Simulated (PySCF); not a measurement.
ClGe₂H₅, SMILES [Cl][GeH2][GeH3]. Atoms are numbered in the order given.

```xyz
8

Cl    -0.9447     2.0362     0.0000
Ge     0.7186     0.6307     0.0000
Ge    -0.2684    -1.5791     0.0000
H      1.5479     0.9331    -1.2604
H      1.5479     0.9331     1.2604
H     -1.1383    -1.7395     1.2564
H     -1.1383    -1.7395    -1.2564
H      0.8352    -2.6532     0.0000
```

Geometry: PBE0-D3(BJ)/def2-SVP. The structure was generated by enumeration, and PubChem lists no compound with its InChIKey, so it may never have been made.

All values below come from TDDFT-PBE/def2-SVPD (PySCF 2.14.0).

Vertical excitations. Isolated molecule, no solvent. State labels are in the subgroup Cs.

```json
[
 {"state": "S1", "symmetry": "A'", "energy (eV)": "5.55", "λ (nm)": "223", "f": "0.028", "main pairs": "HOMO→LUMO 96 %"},
 {"state": "S2", "symmetry": "A\"", "energy (eV)": "5.91", "λ (nm)": "210", "f": "0.009", "main pairs": "HOMO−1→LUMO 99 %"},
 {"state": "S3", "symmetry": "A'", "energy (eV)": "6.22", "λ (nm)": "199", "f": "0.122", "main pairs": "HOMO→LUMO+1 88 %"},
 {"state": "S4", "symmetry": "A\"", "energy (eV)": "6.42", "λ (nm)": "193", "f": "0.002", "main pairs": "HOMO−1→LUMO+1 98 %"},
 {"state": "S5", "symmetry": "A'", "energy (eV)": "6.46", "λ (nm)": "192", "f": "0.041", "main pairs": "HOMO→LUMO+2 96 %"},
 {"state": "S6", "symmetry": "A\"", "energy (eV)": "6.71", "λ (nm)": "185", "f": "0.009", "main pairs": "HOMO→LUMO+3 86 %"},
 {"state": "S7", "symmetry": "A\"", "energy (eV)": "6.83", "λ (nm)": "182", "f": "0.001", "main pairs": "HOMO−1→LUMO+2 94 %"},
 {"state": "S8", "symmetry": "A'", "energy (eV)": "6.85", "λ (nm)": "181", "f": "0.001", "main pairs": "HOMO−2→LUMO 96 %"},
 {"state": "S9", "symmetry": "A\"", "energy (eV)": "6.93", "λ (nm)": "179", "f": "0.001", "main pairs": "HOMO−3→LUMO 95 %"},
 {"state": "S10", "symmetry": "A'", "energy (eV)": "7.03", "λ (nm)": "176", "f": "0.007", "main pairs": "HOMO−1→LUMO+3 93 %"},
 {"state": "T1", "symmetry": "A'", "energy (eV)": "5.07", "λ (nm)": "245", "f": "0", "main pairs": "HOMO→LUMO 99 %"},
 {"state": "T2", "symmetry": "A\"", "energy (eV)": "5.53", "λ (nm)": "224", "f": "0", "main pairs": "HOMO−1→LUMO 100 %"},
 {"state": "T3", "symmetry": "A'", "energy (eV)": "5.71", "λ (nm)": "217", "f": "0", "main pairs": "HOMO→LUMO+1 98 %"},
 {"state": "T4", "symmetry": "A\"", "energy (eV)": "6.21", "λ (nm)": "200", "f": "0", "main pairs": "HOMO→LUMO+3 57 %, HOMO−1→LUMO+1 39 %"}
]
```
Triplets are in the Tamm–Dancoff approximation, which puts them higher than full response would, so one can lie above its singlet here.
